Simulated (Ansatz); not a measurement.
Isolated molecules relaxed with PBE0-D4/def2-TZVP in Ansatz; ΔE leaves out vibrations. CBS: MP2 limit from def2 TZ/QZ plus the TZ coupled-cluster correction, frozen cores. This one scheme is used for every species. DFT in def2-TZVPP. Each species was taken in one conformer, which may not be the lowest.

Consider the ligand exchange at the Si–O bond: `O[SiH](O)O` + H₂S → `O[SiH](O)S` + H₂O.

```json
{"level": "r2SCAN-D4", "ΔE (kJ/mol)": "53.7"}
{"level": "MP2/CBS(def2)", "ΔE (kJ/mol)": "49.6"}
```

What does CCSD(T)/CBS give? (Best estimate.)

The calculation gave: +53.1 kJ/mol. The listed levels differ from it by 0.6, -3.5 kJ/mol.

Largest T1 diagnostic among the species: 0.011.

At CCSD(T), def2-SVP lies +6.0 kJ/mol from the extrapolated value and def2-TZVPP +5.2 kJ/mol. The D4 term adds −5.0 kJ/mol with B3LYP and −2.7 kJ/mol with PBE0; it sums over pairs of atoms, weighted by their polarisabilities, and B3LYP, whose exchange is more repulsive, gets the larger term. Leaving LDA and LC-ωPBE aside and taking each functional with its dispersion term where it has one, the values, not all of them listed here, spread over 23.2 kJ/mol, from revPBE-D4 to CAM-B3LYP-D4. LDA lies +5.4 kJ/mol from PBE without D4.

B3LYP here is the variant with VWN-RPA as its local correlation; programs differ in this.
